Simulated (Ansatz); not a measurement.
The Cd1–F2 bond of CdFI (SMILES [F][Cd][I]) is stretched (multiplicity 1, the rest rigid).
Geometry at rest (charge 0, multiplicity 1):
```xyz
3

Cd     0.000     0.000    -1.085
F      0.000     0.000    -3.039
I      0.000     0.000     1.499
```

Frozen-core correlation. Filled d and f shells under p-block atoms count as core.

Programs: Ansatz (Gaussian orbitals). Each number belongs to the level named beside it. In def2 rows elements past Kr take small-core potentials, without spin–orbit coupling.

Energies above the point at 1.953 Å (the B3LYP-D3(BJ) bond length), FIC-MRCISD+Q on CASSCF(6,4)/def2-TZVPP (kcal/mol): 10.29 at 1.758 Å; 7.69 at 2.149 Å; 98.21 at 6.251 Å.

Problem. Take the last value as the depth D of a Morse curve D(1 − e^(−a(R − R₀)))², fit a and R₀ to the two near points, and test it at 2.637 and 3.419 Å.

Solution. 
With D = 98.2, both near points (counted from the curve's value at 1.953 Å) are met by a = 1.56 Å⁻¹ and R₀ = 1.938 Å, so k = 2Da² = 479 kcal/(mol Å²). The curve then gives 43.3 and 79.7 kcal/mol; the level itself gives 43.6 and 87.8, so Morse is off by -0.3 and -8.1.

Doubts at one or more of the structures used: active orbitals that take no part (FIC-MRCISD+Q on CASSCF(6,4)/def2-TZVPP).

Ansatz is a quantum-chemistry and plane-wave program.
